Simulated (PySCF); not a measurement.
## How methods differ on the ionisation energy of I

I [Kr] 4d10 5s2 5p5 (2P) → I+ [Kr] 4d10 5s2 5p4 (3P), as a difference of total energies. Calculation: PySCF 2.14, in cc-pVTZ-PP with ECP28MDF (5s4p3d1f, 39 functions); a scalar-relativistic core potential. Correlated levels: valence: 4s2 4p6 4d10 frozen. The calculations carry no spin-orbit coupling.

```csv
method,ionisation energy (eV)
UHF,9.574
B3LYP,10.646
M06-L,10.359
MP2 (valence),10.277
SCS-MP2 (valence),10.277
CCSD (valence),10.297
CCSD(T) (valence),10.327
```

Errors of the correlated levels include the incompleteness of this basis and the frozen core.

Q: Which method comes closest to the reference value, and which is furthest?

A: The reference is 10.519 eV (measured; NIST levels, between the centres of gravity of the two terms). Closest: B3LYP (error 0.127 eV); furthest: UHF (error -0.945 eV).
